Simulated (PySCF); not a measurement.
Input for PySCF: R-MP2/6-31G* on BH3O2Se (SMILES OB(O)[SeH]), a point of a torsion scan.

```python
from pyscf import gto, scf, dft, mp
from pyscf.data.elements import chemcore

mol = gto.M(
    atom='''
    O    -0.84202200   -1.06341055   -0.36222650
    B    -0.01360883   -0.12679569    0.13416487
    O    -0.24274226    1.18617235    0.28462432
    Se    1.72936149   -0.75286948    0.70311641
    H    -1.71759269   -0.81659542   -0.66085982
    H    -1.08183286    1.56549838    0.02452094
    H     1.50982421   -2.12983833    0.36490888
    ''',
    basis='6-31g*',
    cart=True,
    charge=0, spin=0, verbose=3, max_memory=1800)
mf = scf.RHF(mol)
mf.conv_tol = 1e-8
mf.max_cycle = 100
mf.kernel()
if not mf.converged:
    mf = mf.newton().run(mf.mo_coeff, mf.mo_occ)
pt = mp.MP2(mf, frozen=chemcore(mol)).run()
```

### Question
What total energy does the run end on?

### Answer
-2576.5099 hartree.
